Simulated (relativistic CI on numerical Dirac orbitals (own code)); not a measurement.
# d2 in a ligand field

Computed with a parametric ligand-field model of a d^n configuration (Racah B and C, spin-orbit zeta, crystal field), exact diagonalisation.

Field parameters in Wybourne normalisation: Oh B⁴₀ = 21Dq, B⁴₄ = √(5/14) B⁴₀. The field is a parameter set, without covalency.

B = 900 cm⁻¹, C = 3710 cm⁻¹ (C/B = 4.12), Oh, no spin-orbit coupling. Tanabe-Sugano data, E/B above the lowest term (Δ = |10Dq|; b, c mark the second and third term of a kind):

| Δ/B | 3T1 | 3T2 | 3A2 | 1T2 | 1E | 1A1 |
| --- | --- | --- | --- | --- | --- | --- |
| 1.0 | 0.00 | 0.81 | 1.81 | 13.59 | 14.05 | 21.22 |
| 5.0 | 0.00 | 4.22 | 9.22 | 14.46 | 15.29 | 24.65 |
| 9.0 | 0.00 | 7.82 | 16.82 | 14.77 | 15.38 | 27.24 |
| 13.0 | 0.00 | 11.53 | 24.53 | 14.85 | 15.30 | 29.09 |
| 17.0 | 0.00 | 15.32 | 32.32 | 14.84 | 15.20 | 30.39 |
| 21.0 | 0.00 | 19.16 | 40.16 | 14.82 | 15.11 | 31.32 |
| 25.0 | 0.00 | 23.03 | 48.03 | 14.78 | 15.03 | 32.00 |
| 29.0 | 0.00 | 26.92 | 55.92 | 14.75 | 14.96 | 32.51 |
| 33.0 | 0.00 | 30.84 | 63.84 | 14.71 | 14.90 | 32.91 |
| 37.0 | 0.00 | 34.77 | 71.77 | 14.68 | 14.85 | 33.22 |
| 41.0 | 0.00 | 38.71 | 79.71 | 14.66 | 14.81 | 33.46 |
| 45.0 | 0.00 | 42.66 | 87.66 | 14.63 | 14.77 | 33.67 |

The ground term stays 3T1.
